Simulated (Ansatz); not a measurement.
FH4NO2Si, SMILES N[Si](O)(O)F.

Geometry: B3LYP-D3(BJ)/def2-SVP. The structure was generated by enumeration, and PubChem lists no compound with its InChIKey, so it may never have been made. One conformer was computed; it need not be the lowest.

Two levels are set side by side: PBE/def2-SVPD (Ansatz, an electronic-structure program) and CAM-B3LYP/def2-SVPD (Ansatz). Energy differences of separate SCF runs at the same geometry; the states with an electron removed or added have multiplicity 2 and 2. Differences are taken from unrounded values.

| quantity | CAM-B3LYP |
|---|---|
| vertical ionisation energy (eV) | 10.86 |
| vertical singlet–triplet gap (eV) | 6.79 |

Problem. What does PBE give, and how far is it from CAM-B3LYP? (The exact figures need the calculation; the answer reports its results.)

Solution. 
| quantity | PBE | PBE minus CAM-B3LYP |
|---|---|---|
| vertical ionisation energy (eV) | 10.23 | -0.63 |
| vertical singlet–triplet gap (eV) | 6.23 | -0.56 |
